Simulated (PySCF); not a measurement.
# Electronic structure of K⁷⁺ (potassium, charge +7) at the UHF level

Configuration: [Ne] 3s2, closed-shell 1S. Computed with PySCF 2.14 in an even-tempered Gaussian basis (19 s from 0.32 bohr⁻², ratio 2.5; 12 p from 0.42 bohr⁻², ratio 2.5; 5 d from 1.9 bohr⁻², ratio 2.7; 5 f from 2.9 bohr⁻², ratio 2.7), with the spin-free X2C one-electron Hamiltonian (Gaussian nucleus).

```
Total energy             : -585.472367 hartree
One-electron energy      : -742.5026 hartree
Hartree (Coulomb) energy : 186.3680 hartree
Exchange energy          : -29.3378 hartree
⟨S²⟩                     : 0.0000
⟨L²⟩                     : 0.000
Sum of ⟨r⟩               : 5.184 bohr
Sum of ⟨r²⟩              : 3.954 bohr²
```

| shell | electrons | mean orbital energy (hartree) | rms radius, mean of both spins (bohr) |
| --- | --- | --- | --- |
| 1s | 2 | -139.43935 | 0.0936 |
| 2s | 2 | -19.59770 | 0.414 |
| 2p | 6 | -16.52183 | 0.384 |
| 3s | 2 | -5.61854 | 1.16 |

Densities and radii are taken from the X2C orbitals without a picture-change correction, which distorts them close to the nucleus.

Spin-orbit constants ζ (cm⁻¹) from the X2C one-electron operator on these orbitals: bare nucleus, nucleus screened by l(l+1)(2l+1)/3 electrons, and screened by the Breit-Pauli mean field of the electrons.

```json
{"shell": "2p", "bare": "17150", "screened nucleus": "15340", "mean field": "14550"}
```
